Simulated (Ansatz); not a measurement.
Coupled-cluster diagnostics for the cluster Al₃P₂⁺, Ansatz.

Geometry of the singlet (PBE-D4/def2-SVP):

```tsv
atom	x (Å)	y (Å)	z (Å)
Al1	1.6274	1.0237	-0.5357
Al2	-1.8938	0.0919	-1.3310
Al3	-0.0217	-1.1014	1.6644
P4	0.5783	-1.0583	-0.5887
P5	-0.2902	1.0442	0.7911
```

Correlated methods freeze 25 core orbitals. Another isomer (singlet) lies 0.38 eV lower at PBE0-D4/def2-TZVP; other spin states weren't run for this one.

**Question.** Estimate the CCSD(T) correlation energy, the shares of MP2 and (T), T1 and the reference's ⟨S²⟩ for: charge 1, singlet, own geometry in def2-TZVPP; and the rough time on 4 threads of Arm Neoverse V1 on a shared host.

**Answer.** 
```json
{"state": "charge 1, singlet, own geometry", "basis": "def2-TZVPP", "correlation (eV)": "-15.487", "MP2 share (%)": "89.4", "(T) share (%)": "8.5", "T1": "0.024", "⟨S²⟩ (pure)": "0.00 (0.00)", "wall time": "53 s", "remarks": "large T1 (0.024), restricted SCF unstable"}
```
Customary marks for T1 are 0.02 (closed shells), 0.045 (open shells) and about 0.05 (3d metals). T1 exceeds 0.02 in 1 of 1 rows and 0.045 in 0; the higher it lies, the less the single-reference result can be trusted.
